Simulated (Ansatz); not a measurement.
Born–Oppenheimer molecular dynamics of a periodic cell of 21 atoms, HCClF4 (contents 3 CF4 + 3 HCl, density as packed 1.62 g/cm³ with natural masses). It goes on from the last frame of an earlier run, with new velocities.

All numbers below come from DFT PBE-D3(BJ), scalar-relativistic, plane waves, PAW (Ansatz 0.2.0). Settings: accuracy low, cutoff 420 eV, k mesh 1x1x1, fermi-dirac smearing 0.02 eV, no spin polarisation.

```json
{
  "ensemble": "NPT, Langevin",
  "time step": "0.5 fs",
  "steps asked": "200",
  "set temperature": "350 K",
  "friction": "0.005 /fs",
  "masses": "H 2.014 u",
  "pressure": "20 GPa",
  "seed": "994374"
}
```

First frame:

```xyz
21
Lattice="7.2647 0.0000 0.0000 0.0000 7.2647 0.0000 0.0000 0.0000 7.2647" Properties=species:S:1:pos:R:3
C 3.705 4.163 5.026
F 4.874 4.666 5.402
F 2.954 3.615 6.028
F 3.008 5.144 4.472
F 4.039 3.188 4.107
C 6.407 0.276 2.566
F 7.724 0.732 2.532
F 6.020 0.030 1.266
F 6.274 -0.823 3.275
F 5.648 1.252 2.926
C 0.633 4.023 1.747
F 1.193 5.002 2.405
F -0.426 3.580 2.410
F 0.243 4.375 0.526
F 1.540 3.075 1.620
Cl 2.785 0.563 6.939
H 2.289 1.293 5.897
Cl 0.264 2.115 5.531
H -0.291 2.761 4.512
Cl 4.345 4.843 1.551
H 4.048 3.883 0.672
```

(1) What does the run give?

(2) What happens to the structure?

(3) How do temperature and energy run in time?

Answers

(1) The run went to its last step.

| Item | Value |
| --- | --- |
| steps done | 200 |
| time covered | 100 fs |
| mean temperature over the second half | 1642 K |
| spread of the potential energy over the second half | 200.0 meV per atom |
| mean potential energy of the second half above the start | 271.3 meV per atom |
| mean pressure over the second half | 15.7 GPa |

The conserved energy stayed within 0.25 meV per atom of its start (net change -0.12 meV per atom), so the integration is sound. The mean temperature of the second half is 369 % above the set value. A run of 0.1 ps of so small a system gives no equilibrium averages. The SCF threshold is loose, so the forces are noisy. Limits of this set-up: coarse k mesh, low accuracy level. The cell's volume went from 383 to 273 Å³.

(2) Mean squared displacements from the first frame to the last, about the centre of mass, the cell's change included: C 0.23 Å², F 0.59 Å², Cl 0.30 Å², H 4.03 Å². The details hang on the random start.

(3) 
```json
{"time (fs)": "0.0", "T (K)": "333", "potential energy less start (eV)": "0.000", "conserved less start (meV/atom)": "0.00", "P (GPa)": "0.8", "volume (Å³)": "383.4"}
{"time (fs)": "3.0", "T (K)": "355", "potential energy less start (eV)": "-0.059", "conserved less start (meV/atom)": "0.02", "P (GPa)": "1.9", "volume (Å³)": "379.4"}
{"time (fs)": "6.0", "T (K)": "367", "potential energy less start (eV)": "0.132", "conserved less start (meV/atom)": "-0.01", "P (GPa)": "4.8", "volume (Å³)": "368.2"}
{"time (fs)": "9.0", "T (K)": "424", "potential energy less start (eV)": "0.658", "conserved less start (meV/atom)": "0.04", "P (GPa)": "8.1", "volume (Å³)": "351.8"}
{"time (fs)": "12.0", "T (K)": "629", "potential energy less start (eV)": "1.132", "conserved less start (meV/atom)": "-0.01", "P (GPa)": "10.1", "volume (Å³)": "332.5"}
{"time (fs)": "15.0", "T (K)": "910", "potential energy less start (eV)": "1.682", "conserved less start (meV/atom)": "-0.01", "P (GPa)": "11.1", "volume (Å³)": "311.8"}
{"time (fs)": "18.0", "T (K)": "1240", "potential energy less start (eV)": "2.156", "conserved less start (meV/atom)": "-0.05", "P (GPa)": "12.0", "volume (Å³)": "290.3"}
{"time (fs)": "21.0", "T (K)": "1582", "potential energy less start (eV)": "2.821", "conserved less start (meV/atom)": "-0.14", "P (GPa)": "13.6", "volume (Å³)": "268.8"}
{"time (fs)": "24.0", "T (K)": "1727", "potential energy less start (eV)": "4.276", "conserved less start (meV/atom)": "-0.18", "P (GPa)": "16.0", "volume (Å³)": "248.1"}
{"time (fs)": "27.0", "T (K)": "1583", "potential energy less start (eV)": "6.630", "conserved less start (meV/atom)": "-0.21", "P (GPa)": "19.1", "volume (Å³)": "228.9"}
{"time (fs)": "30.0", "T (K)": "1232", "potential energy less start (eV)": "9.738", "conserved less start (meV/atom)": "-0.19", "P (GPa)": "23.9", "volume (Å³)": "211.3"}
{"time (fs)": "33.0", "T (K)": "961", "potential energy less start (eV)": "13.235", "conserved less start (meV/atom)": "-0.11", "P (GPa)": "32.4", "volume (Å³)": "195.8"}
{"time (fs)": "36.0", "T (K)": "999", "potential energy less start (eV)": "16.195", "conserved less start (meV/atom)": "-0.09", "P (GPa)": "44.6", "volume (Å³)": "182.8"}
{"time (fs)": "39.0", "T (K)": "1262", "potential energy less start (eV)": "18.372", "conserved less start (meV/atom)": "-0.16", "P (GPa)": "58.9", "volume (Å³)": "173.1"}
{"time (fs)": "42.0", "T (K)": "1477", "potential energy less start (eV)": "20.046", "conserved less start (meV/atom)": "-0.08", "P (GPa)": "70.9", "volume (Å³)": "167.2"}
{"time (fs)": "45.0", "T (K)": "1576", "potential energy less start (eV)": "20.453", "conserved less start (meV/atom)": "-0.06", "P (GPa)": "73.8", "volume (Å³)": "165.6"}
{"time (fs)": "48.0", "T (K)": "1537", "potential energy less start (eV)": "19.243", "conserved less start (meV/atom)": "-0.05", "P (GPa)": "67.4", "volume (Å³)": "168.3"}
{"time (fs)": "51.0", "T (K)": "1519", "potential energy less start (eV)": "16.644", "conserved less start (meV/atom)": "-0.16", "P (GPa)": "54.9", "volume (Å³)": "174.9"}
{"time (fs)": "54.0", "T (K)": "1455", "potential energy less start (eV)": "13.688", "conserved less start (meV/atom)": "-0.20", "P (GPa)": "40.6", "volume (Å³)": "184.9"}
{"time (fs)": "57.0", "T (K)": "1423", "potential energy less start (eV)": "11.008", "conserved less start (meV/atom)": "-0.20", "P (GPa)": "27.2", "volume (Å³)": "197.5"}
{"time (fs)": "60.0", "T (K)": "1447", "potential energy less start (eV)": "8.927", "conserved less start (meV/atom)": "-0.14", "P (GPa)": "16.4", "volume (Å³)": "211.6"}
{"time (fs)": "63.0", "T (K)": "1534", "potential energy less start (eV)": "7.391", "conserved less start (meV/atom)": "-0.09", "P (GPa)": "9.5", "volume (Å³)": "225.9"}
{"time (fs)": "66.0", "T (K)": "1764", "potential energy less start (eV)": "5.983", "conserved less start (meV/atom)": "-0.09", "P (GPa)": "6.6", "volume (Å³)": "239.0"}
{"time (fs)": "69.0", "T (K)": "1986", "potential energy less start (eV)": "4.737", "conserved less start (meV/atom)": "-0.11", "P (GPa)": "6.9", "volume (Å³)": "250.5"}
{"time (fs)": "72.0", "T (K)": "2079", "potential energy less start (eV)": "3.819", "conserved less start (meV/atom)": "-0.16", "P (GPa)": "9.2", "volume (Å³)": "260.0"}
{"time (fs)": "75.0", "T (K)": "1980", "potential energy less start (eV)": "3.382", "conserved less start (meV/atom)": "-0.14", "P (GPa)": "12.2", "volume (Å³)": "267.3"}
{"time (fs)": "78.0", "T (K)": "1817", "potential energy less start (eV)": "3.234", "conserved less start (meV/atom)": "-0.18", "P (GPa)": "15.0", "volume (Å³)": "273.0"}
{"time (fs)": "81.0", "T (K)": "1704", "potential energy less start (eV)": "3.083", "conserved less start (meV/atom)": "-0.19", "P (GPa)": "16.9", "volume (Å³)": "277.8"}
{"time (fs)": "84.0", "T (K)": "1604", "potential energy less start (eV)": "2.878", "conserved less start (meV/atom)": "-0.17", "P (GPa)": "16.8", "volume (Å³)": "281.7"}
{"time (fs)": "87.0", "T (K)": "1701", "potential energy less start (eV)": "2.338", "conserved less start (meV/atom)": "-0.20", "P (GPa)": "14.3", "volume (Å³)": "285.1"}
{"time (fs)": "90.0", "T (K)": "1759", "potential energy less start (eV)": "1.877", "conserved less start (meV/atom)": "-0.25", "P (GPa)": "9.8", "volume (Å³)": "287.1"}
{"time (fs)": "93.0", "T (K)": "1649", "potential energy less start (eV)": "2.102", "conserved less start (meV/atom)": "-0.18", "P (GPa)": "5.6", "volume (Å³)": "286.9"}
{"time (fs)": "96.0", "T (K)": "1331", "potential energy less start (eV)": "2.873", "conserved less start (meV/atom)": "-0.12", "P (GPa)": "3.5", "volume (Å³)": "283.4"}
{"time (fs)": "99.0", "T (K)": "1060", "potential energy less start (eV)": "3.627", "conserved less start (meV/atom)": "-0.12", "P (GPa)": "4.3", "volume (Å³)": "276.3"}
```

Time of the run: 2.4 min on 1 thread of Intel(R) Xeon(R) 6975P-C (Granite Rapids), with other jobs on the host, peak memory 0.51 GiB.
